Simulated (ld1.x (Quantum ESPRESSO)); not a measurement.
# An all-electron radial function and its pseudo partner (carbon (C))

Columns: radius, all-electron u(r) and pseudo u(r) of the 2p shell (level -5.24 eV) of carbon in the configuration [He] 2s2 2p2; Wu–Cohen, scalar-relativistic, ultrasoft scheme, ld1.x (Quantum ESPRESSO) 7.5.

| r (bohr) | all-electron | pseudo |
| --- | --- | --- |
| 0.120 | 0.0646 | 0.0099 |
| 0.240 | 0.1890 | 0.0389 |
| 0.360 | 0.3191 | 0.0850 |
| 0.480 | 0.4339 | 0.1450 |
| 0.600 | 0.5274 | 0.2148 |
| 0.720 | 0.5995 | 0.2899 |
| 0.840 | 0.6514 | 0.3654 |
| 0.960 | 0.6850 | 0.4369 |
| 1.080 | 0.7031 | 0.5004 |
| 1.200 | 0.7086 | 0.5528 |
| 1.320 | 0.7043 | 0.5921 |
| 1.440 | 0.6923 | 0.6175 |
| 1.560 | 0.6748 | 0.6292 |
| 1.680 | 0.6531 | 0.6284 |
| 1.800 | 0.6285 | 0.6172 |
| 1.920 | 0.6020 | 0.5980 |
| 2.040 | 0.5743 | 0.5735 |
| 2.160 | 0.5460 | 0.5461 |
| 2.280 | 0.5175 | 0.5175 |
| 2.400 | 0.4892 | 0.4892 |
| 2.520 | 0.4613 | 0.4613 |
| 2.640 | 0.4342 | 0.4342 |
| 2.760 | 0.4079 | 0.4079 |
| 2.880 | 0.3827 | 0.3827 |
| 3.000 | 0.3587 | 0.3587 |
| 3.120 | 0.3359 | 0.3359 |

How many radial nodes do the two functions have?

The all-electron 2p function has n − l − 1 = 0; the pseudo-wave has 0.

At about which radius was the pseudo-wave matched?

2.40 bohr. The columns agree to 0.0005 from 2.16 bohr on; several derivatives are matched, so the curves merge somewhat inside the radius.

Is the pseudo-wave norm-conserving?

No, it belongs to an ultrasoft set: the norm inside the radius is not constrained, and the difference is carried by the augmentation charge.
